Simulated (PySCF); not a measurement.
Compound: C₃H₈GeSi.
SMILES with atom numbers: `[CH:1]#[C:2][C@@H:3]([SiH3:4])[GeH3:5]` (hydrogens: H6 on C1; H7 on C3; H8, H9, H10 on Si4; H11, H12, H13 on Ge5)

Geometry (PBE0-D3(BJ)/def2-SVP, Å), atoms numbered from 1 in this order:
```xyz
13
C3H8GeSi angstrom
C     -1.4176   -2.1968   -0.6063
C     -0.7894   -1.2702   -0.1376
C     -0.0188   -0.1586    0.3716
Si     1.8270   -0.3946   -0.0082
Ge    -0.7183    1.5444   -0.3627
H     -1.9782   -3.0184   -1.0106
H     -0.1241   -0.0894    1.4694
H      2.3146   -1.6718    0.5907
H      2.0315   -0.4236   -1.4862
H      2.5958    0.7492    0.5725
H     -0.5516    1.5311   -1.8905
H     -2.2044    1.6718    0.0083
H      0.0798    2.7147    0.2425
```

Jobs on this species (13 atoms, 72 electrons) with PySCF (density fitting). Hardware of each: an x86-64 server with one thread, no GPU (shared host). Other jobs ran on the host; a repeat could differ by tens of per cent or more.

| level and settings | work | basis functions | SCF cycles | wall time |
| --- | --- | --- | --- | --- |
| B3LYP/def2-SVPD | 10 singlets by full TDDFT, 4 Tamm–Dancoff triplets, polarisability, ΔSCF ions | 186 | ? | ? |
| wB97X-D/def2-SVPD | 10 singlets by full TDDFT, 4 Tamm–Dancoff triplets, polarisability, ΔSCF ions | 186 | ? | ? |
| PBE0/def2-SVPD | 10 singlets by full TDDFT, 4 Tamm–Dancoff triplets, polarisability, ΔSCF ions | 186 | 11 | 65 s |
| PBE0-D3(BJ)/def2-SVP, grid level 1 | geometry optimisation from a GFN2-xTB start | 132 | 27 | 21 s |
| LDA/def2-SVPD | 10 singlets by full TDDFT, 4 Tamm–Dancoff triplets, polarisability, ΔSCF ions | 186 | 13 | 43 s |
| CAM-B3LYP/def2-SVPD | 10 singlets by full TDDFT, 4 Tamm–Dancoff triplets, polarisability, ΔSCF ions | 186 | 11 | 70 s |
| PBE0/def2-TZVP | 10 singlets by full TDDFT, 4 Tamm–Dancoff triplets, polarisability | 226 | 12 | 26 s |
| BHandHLYP/def2-SVPD | 10 singlets by full TDDFT, 4 Tamm–Dancoff triplets, polarisability, ΔSCF ions | 186 | 11 | 60 s |
| LC-wPBE/def2-SVPD | 10 singlets by full TDDFT, 4 Tamm–Dancoff triplets, polarisability, ΔSCF ions | 186 | 11 | 86 s |

Question: Fill in the missing figures.

Answer: 
- B3LYP/def2-SVPD; 10 singlets by full TDDFT, 4 Tamm–Dancoff triplets, polarisability, ΔSCF ions: 66 s, 12 SCF cycles
- wB97X-D/def2-SVPD; 10 singlets by full TDDFT, 4 Tamm–Dancoff triplets, polarisability, ΔSCF ions: 64 s, 11 SCF cycles

Question: What do all jobs in the table cost together?

Answer: About 8.3 min; the longest takes about 17 % of that, and about 4.1 times as long as the shortest.
